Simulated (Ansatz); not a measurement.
A nudged elastic band was laid between two geometries of AlFH$_{4}$OSi (8 atoms, charge 0, multiplicity 1).

Level of theory: Ansatz 0.2.0, RHF/cc-pVDZ.

```
movable images  : 5
climbing image  : yes
spring          : 5.0 eV/Å²
optimiser       : quadratic models (default)
start path      : through a guess of the saddle point
force threshold : 0.05 eV/Å
iteration limit : 60
end points      : relaxed
```

Initial state:

```xyz
8
Properties=species:S:1:pos:R:3
Al 0.316 -0.051 0.328
H 0.743 0.285 1.791
F 1.406 0.222 -0.914
O -1.200 -0.682 -0.071
Si -2.586 -1.295 -0.743
H -2.958 -2.552 -0.045
H -3.685 -0.308 -0.593
H -2.377 -1.580 -2.185
```

Final state:

```xyz
8
Properties=species:S:1:pos:R:3
Al -0.941 1.433 0.686
H 2.031 -0.856 0.365
F 1.145 -0.788 0.201
O -1.896 0.193 -0.041
Si -2.520 -1.167 -0.745
H -2.314 -2.352 0.130
H -3.981 -0.998 -0.972
H -1.866 -1.425 -2.056
```

**Question.** What changes between the two ends?

**Answer.** Bonds broken: Al1–H2, Al1–F3. Bonds formed: H2–F3. AlFH4OSi becomes AlH3OSi + FH.

**Question.** What energy profile does the band end with?

**Answer.** It converged. The highest image is number 3 of 0 to 6, 3.92 eV above the first end and 1.78 eV above the last; the last end lies 2.14 eV above the first. Neighbouring images differ by up to 3.0 eV, so the band resolves the path poorly. A vibrational analysis at the climbing image gives one clearly imaginary mode, 1893i cm⁻¹, and a faint second one (12i cm⁻¹) that may be numerical noise or a soft torsion: probably a first-order saddle point. The orbitals stay closed-shell, which can raise the energy where a bond breaks towards radicals; this wasn't checked here.

```tsv
image	path coordinate (Å)	energy (eV)	Al1–H2 (Å)	Al1–F3 (Å)	H2–F3 (Å)
0	0.00	0.00	1.56	1.67	2.78
1	0.77	0.00	1.56	1.68	2.78
2	1.55	0.96	1.55	1.68	2.12
3	2.33	3.92	1.70	1.88	1.25
4	3.55	2.19	2.96	2.89	0.90
5	4.77	2.15	3.50	3.09	0.90
6	6.00	2.14	3.76	3.09	0.90
```

**Question.** What is the geometry of the highest image?

**Answer.** 
```xyz
8
Properties=species:S:1:pos:R:3
Al -0.093 0.232 0.611
H 1.534 0.635 0.889
F 1.615 -0.229 -0.016
O -1.397 -0.572 -0.113
Si -2.704 -1.335 -0.797
H -3.034 -2.553 -0.016
H -3.873 -0.419 -0.792
H -2.390 -1.719 -2.196
```

The band took 31 iterations and roughly 7 core-minutes.

Time of the run: 6.5 min on 1 thread of Arm Neoverse N1, on a shared host, peak memory 0.16 GiB.
